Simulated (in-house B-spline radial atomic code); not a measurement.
# RPA and G0W0 on LC-wPBE: Lu IV (Lu3+)

Configuration [Xe] 4f14, mean-field start LC-wPBE. Computed with a B-spline radial code for spherical atoms: all electrons, scalar-relativistic (spin-free one-electron X2C), finite nucleus, each spin shell either full or empty, empty states to l = 9 with an (l + 1/2)⁻⁴ tail; G0W0 by contour deformation at full frequency.

Without the two-electron picture change, the correlation of inner shells comes somewhat too large for so heavy an element.

Command:
```bash
python run_gw.py task.json out
```
Settings (radii: box in bohr, nucleus in fm):
```
Z                        71
electrons                68
configuration            [Xe] 4f14
hamiltonian              x2c
method                   lc_wpbe
lmax                     9
rms_radius               5.37
spin_polarised           False
box_radius               14.14
intervals                68
```

Cost of the run: 6.1 s on 1 thread of Intel(R) Xeon(R) Platinum 8488C (shared host).

Energies (hartree):

```
                                     term         value
                         mean-field total  -14561.86060
Hartree-Fock functional on these orbitals  -14556.98143
                      direct second order       -7.4583
                    second-order exchange        1.8225
                         SOSEX correction        1.6742
```

Problem. What is the RPA correlation energy, and what remains with SOSEX?

Solution. RPA gives -6.251 hartree (-2.5 eV per electron); RPA + SOSEX gives -4.5768, and the second-order doubles -5.6358 hartree (no singles). SOSEX takes back 27 % of the RPA value.

Quasi-particle levels (eV):

```csv
level,occupied,mean field,Σx - vxc,Σc,QP weight,G0W0
4f,yes,-41.52,-9.46,?,?,?
5p,yes,-62.95,-2.85,-0.37,0.872,-66.17
6s,no,-21.014,1.10,-1.10,0.986,-21.016
```

G0W0 = mean field + (Σx - vxc) + Σc, with Σc (partial-wave tail included) taken at the quasi-particle energy. Only the outer levels were computed. Levels of low weight are left out.

Problem. Where does G0W0 put 4f?

Solution. At -46.96 eV, with Σc = 4.02 eV and a quasi-particle weight of 0.915. The tabulated removal energy is 45.249 ± 0.025 eV (NIST, semi-empirical); the calculation leaves out spin-orbit coupling, Breit and QED terms, and what these don't explain is the method's own error.
